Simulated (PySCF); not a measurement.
Computed IR spectrum (relative IR intensity) of a molecule CH7AlOSi. Coordinates come from a r2SCAN-D4/def2-SVP optimisation. Other conformers were not sampled. These are r2SCAN-D4/def2-SVP run with PySCF values and carry that method's errors. Frequencies are harmonic and unscaled.

ν (cm⁻¹): 112 (vw), 168 (w), 188 (vw), 357 (vw), 388 (m), 432 (m), 548 (s), 628 (w), 635 (w), 686 (vs), 848 (s), 867 (m), 933 (m), 1198 (w), 1419 (vw), 2182 (m), 2188 (m), 2192 (m), 3933 (m) (against the strongest line: vs over 80 %, s over 45 %, m over 15 %, w over 4 %, vw less)

**Question.** Pick the molecule that these values belong to.
A. C[O][AlH][SiH3]
B. [CH3][Al]([OH])[SiH3]
C. [CH3][AlH][O][SiH3]

**Answer.** B, [CH3][Al]([OH])[SiH3]
